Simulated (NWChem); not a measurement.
The numbers come from NWChem runs, not from measurements. System: H$_{2}$S$_{2}$, charge 0, spin multiplicity 3, at the geometry of a parent with another charge or spin, in a state set for the comparison that need not be this species' ground state. Its SCF solution wasn't tested for a lower state. Level: ROCCSD(T)/def2-TZVP, 10 core orbitals frozen.

Job file:

```
start mol
memory heap 100 mb stack 700 mb global 1900 mb
geometry units angstroms nocenter noautoz
  S      0.915485     0.485508     0.055298
  S     -0.915485    -0.485508     0.055298
  H      1.536619    -0.268029    -0.884767
  H     -1.536619     0.268029    -0.884767
  symmetry group C2
end
basis spherical
  * library def2-tzvp
end
scf
  rohf
  nopen 2
  maxiter 100
  thresh 1e-7
  semidirect memsize 60000000 filesize 0
  # guess.movecs holds the orbitals of an unrestricted PBE0 run
  vectors input guess.movecs swap 16 17 output mol.movecs
end
tce
  freeze core 10
  ccsd(t)
  2eorb
  2emet 13
  thresh 1e-6
  maxiter 100
  tilesize 24
end
task tce energy
```

Output (cleaned and shortened):

```
             Northwest Computational Chemistry Package (NWChem) 7.3.0
             --------------------------------------------------------

                                NWChem Input Module
                                -------------------

 Scaling coordinates for geometry "geometry" by  1.889725989
 (inverse scale =  0.529177249)

 Turning off AUTOSYM since
 SYMMETRY directive was detected!

                             Geometry "geometry" -> ""
                             -------------------------

 Output coordinates in angstroms (scale by  1.889725989 to convert to a.u.)

  No.       Tag          Charge          X              Y              Z
 ---- ---------------- ---------- -------------- -------------- --------------
    1 S                   16.0000     0.91548500     0.48550800     0.05529800
    2 S                   16.0000    -0.91548500    -0.48550800     0.05529800
    3 H                    1.0000     1.53661900    -0.26802900    -0.88476700
    4 H                    1.0000    -1.53661900     0.26802900    -0.88476700

 Effective nuclear repulsion energy (a.u.)      84.4531529072

            Nuclear Dipole moment (a.u.)
            ----------------------------
        X                 Y               Z
 ---------------- ---------------- ----------------
     0.0000000000     0.0000000000     0.0000037795

      Symmetry information
      --------------------

 Group name             C2
 Group number              4
 Group order               2
 No. of unique centers     2

      Symmetry unique atoms

     1    3


 Summary of "ao basis" -> "" (spherical)
 ------------------------------------------------------------------------------
       Tag                 Description            Shells   Functions and Types
 ---------------- ------------------------------  ------  ---------------------
 *                         def2-tzvp                  on all atoms

 Summary of "ao basis" -> "ao basis" (spherical)
 ------------------------------------------------------------------------------
       Tag                 Description            Shells   Functions and Types
 ---------------- ------------------------------  ------  ---------------------
 S                         def2-tzvp                13       37   5s5p2d1f
 H                         def2-tzvp                 4        6   3s1p

                                 NWChem SCF Module
                                 -----------------

  ao basis        = "ao basis"
  functions       =    86
  atoms           =     4
  closed shells   =    16
  open shells     =     2
  charge          =   0.00
  wavefunction    = ROHF
  use symmetry    = T
  symmetry adapt  = T

 Summary of "ao basis" -> "ao basis" (spherical)
 ------------------------------------------------------------------------------
       Tag                 Description            Shells   Functions and Types
 ---------------- ------------------------------  ------  ---------------------
 S                         def2-tzvp                13       37   5s5p2d1f
 H                         def2-tzvp                 4        6   3s1p

      Symmetry analysis of basis
      --------------------------

        a          43
        b          43

 Forming initial guess at       0.1s

 Swapping ROHF orbitals    16   17

      Symmetry analysis of molecular orbitals - initial
      -------------------------------------------------

  Numbering of irreducible representations:

     1 a           2 b

  Orbital symmetries:
[...]
    2 S   16    16.18   2.01  0.49  1.48  1.09  0.77  4.18  1.69  0.86  2.28  1.17  0.05  0.11  0.01
    3 H    1     0.82   0.23  0.49  0.09  0.03
    4 H    1     0.82   0.23  0.49  0.09  0.03

 Mulliken analysis of the open-shell density
 -------------------------------------------

    Atom       Charge   Shell Charges
 -----------   ------   -------------------------------------------------------
    1 S   16     0.98   0.00  0.00 -0.00  0.02 -0.01  0.02 -0.02  0.15  0.46  0.31  0.01  0.03  0.00
    2 S   16     0.98   0.00  0.00 -0.00  0.02 -0.01  0.02 -0.02  0.15  0.46  0.31  0.01  0.03  0.00
    3 H    1     0.02   0.00  0.01 -0.00  0.00
    4 H    1     0.02   0.00  0.01 -0.00  0.00

       Multipole analysis of the density wrt the origin
       ------------------------------------------------

     L   x y z        total         open         nuclear
     -   - - -        -----         ----         -------
     0   0 0 0     -0.000000     -2.000000     34.000000

     1   1 0 0      0.000000      0.000000      0.000000
     1   0 1 0      0.000000      0.000000      0.000000
     1   0 0 1     -0.636257      0.066290      0.000004

     2   2 0 0    -21.757201    -12.358903    112.638528
     2   1 1 0     -2.233265     -5.800506     47.850449
     2   1 0 1     -0.000000     -0.000000      0.000000
     2   0 2 0    -20.568451     -7.073053     27.449542
     2   0 1 1     -0.000000     -0.000000      0.000000
     2   0 0 2    -19.976236     -2.596511      5.940384

                   NWChem Extensible Many-Electron Theory Module
                   ---------------------------------------------


            General Information
            -------------------
      Number of processors :     1
         Wavefunction type : Restricted open-shell Hartree-Fock
          No. of electrons :    34
           Alpha electrons :    18
            Beta electrons :    16
           No. of orbitals :   172
            Alpha orbitals :    86
             Beta orbitals :    86
        Alpha frozen cores :    10
         Beta frozen cores :    10
     Alpha frozen virtuals :     0
      Beta frozen virtuals :     0
         Spin multiplicity : triplet
    Number of AO functions :    86
       Number of AO shells :    34
        Use of symmetry is : on
      Symmetry adaption is : on
         Schwarz screening : 0.10D-09

          Correlation Information
          -----------------------
          Calculation type : Coupled-cluster singles & doubles w/ perturbation
   Perturbative correction : (T)
            Max iterations :      100
        Residual threshold : 0.10D-05
     T(0) DIIS level shift : 0.00D+00
     L(0) DIIS level shift : 0.00D+00
     T(1) DIIS level shift : 0.00D+00
     L(1) DIIS level shift : 0.00D+00
     T(R) DIIS level shift : 0.00D+00
     T(I) DIIS level shift : 0.00D+00
   CC-T/L Amplitude update :  5-th order DIIS
                I/O scheme : Global Array Library
        L-threshold :  0.10D-05
        EOM-threshold :  0.10D-05
 no EOMCCSD initial starts read in
 TCE RESTART OPTIONS
 SLICE:      F
 D4D5:       F
 quantumc:   F
 qrotation:  F
 pwtce:      F
 qducc:      F
 nacto:                         0
 nrotv:                         0
 nrot:                          0

            Memory Information
            ------------------
          Available GA space size is     249022008 doubles
          Available MA space size is     104852388 doubles

 Maximum block size supplied by input
 Maximum block size        24 doubles

 tile_dim =     17

 -------------------------------------------------

 Global array virtual files algorithm will be used

 Parallel file system coherency ......... OK

 4-electron integrals stored in orbital form

 v2    file size   =          3536386
 4-index algorithm nr.  13 is used
 imaxsize =       30
 imaxsize ichop =        0


CCSD iterations
 ---------------------------------------------------------
 Iter          Residuum       Correlation     Cpu    Wall
 ---------------------------------------------------------
    1   0.1694989666621  -0.3725024551130     2.0     2.0
    2   0.0430131359109  -0.3791380038456     1.8     1.8
    3   0.0191653649513  -0.3911242533748     1.7     1.7
    4   0.0098599998224  -0.3906685835318     1.7     1.7
    5   0.0056564443362  -0.3923729974605     1.8     1.8
    6   0.0034339860658  -0.3924185949597     1.5     1.5
    7   0.0031789895153  -0.3925242641383     1.7     1.7
    8   0.0022461644917  -0.3925616292225     1.8     1.8
    9   0.0020131866522  -0.3925816106013     2.0     2.0
   10   0.0016462793224  -0.3926270379638     2.0     2.0
   11   0.0003251516990  -0.3927060850702     1.8     1.8
   12   0.0001746652543  -0.3927336544997     1.9     1.9
   13   0.0001298179556  -0.3927249898257     1.8     1.8
   14   0.0000798333461  -0.3927296798494     1.8     1.8
   15   0.0000678750434  -0.3927260833248     1.9     1.9
   16   0.0000212563953  -0.3927263622339     1.8     1.8
   17   0.0000187008486  -0.3927260759610     1.8     1.8
   18   0.0000116249366  -0.3927266625953     2.2     2.2
   19   0.0000114815926  -0.3927265487704     1.9     1.9
   20   0.0000077682413  -0.3927268973762     1.8     1.8
   21   0.0000027725418  -0.3927272365830     1.9     1.9
   22   0.0000013271083  -0.3927273095554     2.2     2.2
   23   0.0000011433460  -0.3927273195310     1.9     1.9
   24   0.0000007005028  -0.3927273390703     2.0     2.0
 -----------------------------------------------------------------
 Iterations converged
 CCSD correlation energy / hartree =        -0.392727339070314
 CCSD total energy / hartree       =      -796.471009378483473

 Singles contributions
    17a   (beta ) ---    15a   (beta )        0.1187690938

 Doubles contributions
 CCSD(T)
 Using plain CCSD(T) code
             total no. of tasks         1416
 total no. of tasks / no. procs         1416
                         wl_min           27           1.7
                         wl_max       132651           7.1
        thresh for no. of tasks         1416

 CCSD[T]  correction energy / hartree =        -0.021149845133370
 CCSD[T] correlation energy / hartree =        -0.413877184203683
 CCSD[T] total energy / hartree       =      -796.492159223616795
 CCSD(T)  correction energy / hartree =        -0.020794299623209
 CCSD(T) correlation energy / hartree =        -0.413521638693522
 CCSD(T) total energy / hartree       =      -796.491803678106635

 Task  times  cpu:       89.6s     wall:       89.6s

 Total times  cpu:       89.6s     wall:       89.6s
```
